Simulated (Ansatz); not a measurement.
BF₃⁺. Total charge 1; doublet. Geometry PBE-D4/def2-TZVP; atoms count from 1.

```xyz
4

B    -0.0001   -0.0001    0.0000
F     0.5163   -1.1846    0.2978
F     0.1142    0.4830   -1.2298
F    -0.6304    0.7018    0.9320
```

(1) Estimate the Mulliken populations from the PBE0/def2-TZVP orbitals of Ansatz.

(2) Where does the spin sit?

(3) And the Mayer bond orders between heavy atoms (over 0.3)?

## Answers

(1) 
```tsv
atom	charge (e)	spin (α − β)
B1	0.70	-0.07
F2	0.10	0.36
F3	0.10	0.36
F4	0.10	0.36
```
Mulliken values depend strongly on the basis.

(2) Summed by element: B -0.07, F 1.07, of 1 unpaired in all. Largest on single atoms: F4 0.36, F3 0.36, F2 0.36.

(3) B1–F2 1.20 (1.33 Å); B1–F3 1.20 (1.33 Å); B1–F4 1.20 (1.33 Å).
